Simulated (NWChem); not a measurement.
CH₃Cl₂Si, doublet; SMILES [Si](Cl)(Cl)C

All runs: NWChem. Pople sets run with spherical d functions. Spin-unrestricted. Medium grid unless said otherwise, to which SCAN and Minnesota functionals are sensitive. In the optimisation the excess spin sits in a' (Cs, its own frame). All runs use the structure optimised with PBE0/def2-SVP, spin-unrestricted. No stability test was run on the SCF state. Total energies of different functionals are on different scales.

```csv
level,energy (Ha),highest occupied level (eV),"lowest empty minus highest occupied level, either spin (eV)",dipole (D),<S²>
B3LYP/6-31G*,-1249.8554,-6.22,2.95,2.48,0.751
PBE/6-31G*,-1249.2240,-5.30,1.56,2.43,0.751
N12/6-31G*,-1249.7318,-5.03,1.16,2.43,0.751
TPSS/6-31G*,-1249.8801,-5.53,1.85,2.43,0.752
LRC-wPBEh/6-31G*,-1249.3601,-8.39,7.16,2.58,0.752
r2SCAN0/6-31G*,-1249.6926,-6.85,4.22,2.60,0.752
"LDA (Slater exchange, PW92)/6-31G*",-1245.2805,-5.24,1.12,2.48,0.751
```
